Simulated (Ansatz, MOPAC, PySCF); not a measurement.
Bond stretch in SMILES B (H₃B). The B1–H4 bond (B1 also carries H, H; H4 carries nothing else) is stretched with both fragments frozen at the PBE0/def2-TZVP optimised geometry.

UKS-B3LYP/6-31G* = unrestricted B3LYP/6-31G*, spherical d (PySCF); RMP2 = MP2 on RHF/def2-SVP, frozen core (Ansatz, a quantum-chemistry and plane-wave program); RKS-BP86/6-31G* = restricted BP86/6-31G*, spherical d in PySCF 2.14.0; UKS-B3LYP = unrestricted B3LYP/def2-SVP in Ansatz; PM3, restricted, heats of formation (MOPAC).

Energies are in eV, each relative to the lowest point of its own curve near equilibrium.

```
R / Å  UKS-B3LYP/6-31G*   RMP2  RKS-BP86/6-31G*  UKS-B3LYP         PM3
-----  ----------------  -----  ---------------  ---------  ----------
0.89              1.991  2.108            2.060      2.065       1.117
0.97              0.921  0.995            0.973      0.979  (withheld)
1.00              0.652  0.712            0.698      0.703       0.266
1.08              0.194  0.223            0.221      0.224       0.033
1.12         (withheld)  0.092            0.093      0.095       0.000
1.16         (withheld)  0.021            0.022      0.023       0.009
1.19              0.000  0.000            0.000      0.000  (withheld)
1.22              0.008  0.003            0.000      0.000       0.082
1.25              0.035  0.027            0.020      0.020       0.139
1.31              0.137  0.125            0.107      0.109       0.283
1.39              0.345  0.337            0.296      0.303       0.524
1.49              0.681  0.685            0.607      0.625       0.891
1.59              1.061  1.084            0.964      0.996       1.328
1.77              1.781  1.850            1.644      1.705  (withheld)
1.95              2.483  2.600            2.308      2.399       3.257
2.14              3.165  3.328            2.951      3.073       4.227
2.39              3.897  4.157            3.686      3.802  (withheld)
2.63              4.313  4.809            4.269      4.220       6.232
2.93              4.593  5.440            4.845      4.498       7.134
3.17              4.712  5.811            5.204      4.614       7.698
3.62              4.815  6.228            5.690      4.712       8.462
4.18              4.855  6.315            6.045      4.751       9.053
```

Question: Complete the blanks.

Answer: 
- 0.97, PM3: 0.427
- 1.12, UKS-B3LYP/6-31G*: 0.076
- 1.16, UKS-B3LYP/6-31G*: 0.015
- 1.19, PM3: 0.038
- 1.77, PM3: 2.262
- 2.39, PM3: 5.333

The unrestricted determinant behind UKS-B3LYP/6-31G*, UKS-B3LYP is spin-contaminated at 2.39 to 4.18 Å (<S²> up to 1.0, against 0.00 for a pure singlet). The restricted form behind RMP2, RKS-BP86/6-31G*, PM3 keeps the bonding electrons paired and can't separate into open-shell fragments. The T1 diagnostic of CCSD on the restricted reference of RMP2 exceeds 0.045 at 2.63 to 4.18 Å.
